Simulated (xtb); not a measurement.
GeTe, charge +1, doublet, geometry from GFN2-xTB (a state made from the parent by changing its charge; the spin is typed, not shown lowest). Base run: GFN2-xTB in xtb.

xtb was given this input:
```
$ xtb mol.xyz --gfn 2 --chrg 1 --uhf 1 --json

# file mol.xyz
2

Ge    -0.00000000    -0.00000000    -1.55418152
Te     0.00000000     0.00000000     0.95641940
```

Variants of this job, named by their change:

```
change         ΔE vs base (kJ/mol)  G_solv (kcal/mol)  SCF cycles
-------------  -------------------  -----------------  ----------
base                          0.00                  -          23
file = coord                  0.00                  -          23
acc = 0.0001                  0.00                  -          30
alpb = dmf                  -192.0             -45.95          18
alpb = hexane               -144.0             -34.47          21
etemp = 5000                 -76.4                  -          19
etemp = 10000               -232.2                  -          17
gbsa = water                -199.4             -47.73          18
acc = 30                      0.00                  -          22
acc = 1000                    0.40                  -          18
etemp = 1000                 -8.16                  -          23
```

ALPB and GBSA are two models with their own fitted parameters for each solvent, which aren't always the measured dielectric constant.
